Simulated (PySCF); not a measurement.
**How methods differ on the interval between two levels of Cl³⁺**

Cl³⁺ [Ne] 3s2 3p2 [3P2, M_J = 2] → Cl³⁺ [Ne] 3s1 3p2 4s1 [5P3, M_J = 3], as a difference of total energies. All numbers are calculated (PySCF 2.14, the two-component X2C-1e Hamiltonian, in x2c-SVPall-2c with one added diffuse shell each of s, p type (5s5p1d, 25 functions)). Correlated levels: [Ne] frozen. "Screened" scales the spin-orbit matrix elements by Boettger's factors to mimic the two-electron term; Breit and QED terms are absent.

```json
{"method": "GHF (spin-free)", "interval between two levels (cm⁻¹)": "281270"}
{"method": "GMP2 (spin-free)", "interval between two levels (cm⁻¹)": "290600"}
{"method": "GHF (screened spin-orbit)", "interval between two levels (cm⁻¹)": "281350"}
{"method": "GMP2 (screened spin-orbit)", "interval between two levels (cm⁻¹)": "290680"}
```

The labels give the starting determinants; with spin-orbit coupling the two ends relaxed to ⟨J²⟩ = 6.01, ⟨L²⟩ = 2.02, ⟨S²⟩ = 2.00 and ⟨J²⟩ = 12.02, ⟨L²⟩ = 2.02, ⟨S²⟩ = 6.00.
